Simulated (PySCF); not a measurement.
# `N#Cc1ccc(O)cc1`, C$_{7}$H$_{5}$NO

Molfile (atoms numbered from 1):
```
C7H5NO
     RDKit          3D

 14 14  0  0  0  0  0  0  0  0999 V2000
    4.0524   -0.4519   -0.1638 N   0  0  0  0  0  0  0  0  0  0  0  0
    2.9082   -0.2664   -0.1177 C   0  0  0  0  0  0  0  0  0  0  0  0
    1.4978   -0.0390   -0.0610 C   0  0  0  0  0  0  0  0  0  0  0  0
    0.9920    1.2529    0.1636 C   0  0  0  0  0  0  0  0  0  0  0  0
   -0.3740    1.4729    0.2185 C   0  0  0  0  0  0  0  0  0  0  0  0
   -1.2655    0.4050    0.0498 C   0  0  0  0  0  0  0  0  0  0  0  0
   -2.5788    0.6747    0.1124 O   0  0  0  0  0  0  0  0  0  0  0  0
   -0.7680   -0.8848   -0.1743 C   0  0  0  0  0  0  0  0  0  0  0  0
    0.6013   -1.1039   -0.2291 C   0  0  0  0  0  0  0  0  0  0  0  0
    1.6851    2.0857    0.2951 H   0  0  0  0  0  0  0  0  0  0  0  0
   -0.7800    2.4707    0.3922 H   0  0  0  0  0  0  0  0  0  0  0  0
   -3.0848   -0.1349   -0.0175 H   0  0  0  0  0  0  0  0  0  0  0  0
   -1.4607   -1.7212   -0.3065 H   0  0  0  0  0  0  0  0  0  0  0  0
    0.9860   -2.1102   -0.4040 H   0  0  0  0  0  0  0  0  0  0  0  0
  1  2  3  0
  2  3  1  0
  3  4  1  0
  4  5  2  0
  5  6  1  0
  6  7  1  0
  6  8  2  0
  8  9  1  0
  9  3  2  0
  4 10  1  0
  5 11  1  0
  7 12  1  0
  8 13  1  0
  9 14  1  0
M  END
```

Computed with TDDFT CAM-B3LYP/aug-cc-pVDZ excited states, vertical, gas phase (PySCF). Geometry: PBE0-D3(BJ)/def2-SVP.

Task: Give the one- and two-photon strengths of the lowest singlets.

Result: δ for parallel linear polarisation; σ at the peak of a Lorentzian of half width 0.1 eV, single beam; Ω is circular over linear.
| state | E (eV) | f | photon λ (nm) | δ (au) | σ (GM) | Ω | main |
| --- | --- | --- | --- | --- | --- | --- | --- |
| S1 | 5.03 | 0.013 | 493 | 2.87 | 0.03 | 1.49 | HOMO→LUMO+2 0.73, HOMO−1→LUMO 0.25 |
| S2 | 5.41 | 0.294 | 459 | 98.6 | 1.05 | 0.84 | HOMO→LUMO 0.88, HOMO−1→LUMO+2 0.09 |
| S3 | 5.80 | 0.000 | 428 | 1.42 | 0.02 | 1.50 | HOMO→LUMO+1 0.89 |
| S4 | 6.44 | 0.001 | 385 | 2.4 | 0.04 | 1.50 | HOMO→LUMO+3 0.83 |
| S5 | 6.49 | 0.343 | 382 | 0.35 | 0.01 | 1.21 | HOMO−1→LUMO 0.72, HOMO→LUMO+2 0.24 |
| S6 | 6.72 | 0.000 | 369 | 7.99 | 0.13 | 1.50 | HOMO→LUMO+9 0.26, HOMO→LUMO+4 0.24 |

Among these, the strongest one-photon state is S5, the strongest two-photon state S2, with a dipole change of 1.3 D (relaxed, norm of the difference vector).
